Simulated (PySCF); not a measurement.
An unknown is described by computed data only.

Elements present: C, Cl, H, N and S. Monoisotopic mass: 147.9862 u.

| Quantity | Value |
| --- | --- |
| NMR, other nuclei | isotropic shieldings of nuclei other than C and H, by class: -70 (1 N), -47 (1 N), 68 (1 S), 863 (1 Cl) ppm [GIAO PBE0/pcSseg-1] |
| Polarisability | 88.9 au [PBE0/def2-SVPD] |
| Triplet | lowest triplet excitation (Tamm–Dancoff): 4.04 eV [TDA PBE0/def2-SVPD] |
| 13C NMR | chemical shifts (computed TMS as zero) by class: 180.5 (1 C), 177.5 (1 C), 50.5 (1 C), 40.6 (1 C) ppm [GIAO PBE0/pcSseg-1] |
| UV, first state | lowest singlet excitation: 5.23 eV (237 nm, f = 0.001) [TDDFT PBE0/def2-SVPD] |
| Rotational structure | rotational constants A, B, C: 3.173, 0.850, 0.814 GHz [GFN2-xTB] |

The electronic properties come from PySCF, for the isolated species, density fitting. Levels stand in brackets. One conformer (not necessarily the lowest) at the GFN2-xTB geometry, without solvent, vibrations or thermal averaging. Each NMR value is the plain mean over a class of atoms that symmetry, rotation or inversion makes alike.

Problem. Which formula fits the mass and the elements?

Solution. C4H5ClN2S (calculated 147.9862). No other formula that holds each of these elements comes within 0.0003 u with a fitting electron parity and a possible valence count.

Problem. Give a SMILES that accounts for the data.

Solution. Numbering: `[Cl:1][CH2:2][CH2:3][c:4]1[n:5][cH:6][s:7][n:8]1`. Its formula, C4H5ClN2S, gives 3 degrees of unsaturation: 1 ring and 2 π bonds in the structure found (Kekulé form). 4 carbons fall into 4 classes; from least to most shielded: aromatic CH next to a ring nitrogen [C6] (180.5 ppm), substituted aromatic carbon [C4] (177.5 ppm), sp3 C–Cl carbon [C2] (50.5 ppm), benzylic-type carbon [C3] (40.6 ppm). The other shieldings belong to: -70 ppm, pyridine-type nitrogen [N5]; -47 ppm, pyridine-type nitrogen [N8]; 68 ppm, ring sulfur [S7]; 863 ppm, alkyl chlorine [Cl1]. S1 is mainly HOMO−1→LUMO (weight 0.72); the largest Löwdin shares of the orbital it empties are 0.32 on a pyridine-type nitrogen, 0.25 on the alkyl chlorine, 0.17 on a pyridine-type nitrogen and 0.08 on the ring sulfur, of the orbital it fills 0.28 on the aromatic CH next to a ring nitrogen, 0.25 on the ring sulfur, 0.17 on a pyridine-type nitrogen and 0.14 on a pyridine-type nitrogen. The optimised geometry has point group C1 and is an asymmetric top. Structure: `c1(CCCl)ncsn1`. The assignments are read from this structure; whether some other isomer fits the data as well wasn't checked.

Conformer computed: `[Cl:1][CH2:2][CH2:3][c:4]1[n:5][cH:6][s:7][n:8]1`: Cl1–C2–C3–C4 -63°, C2–C3–C4–N5 -53°.
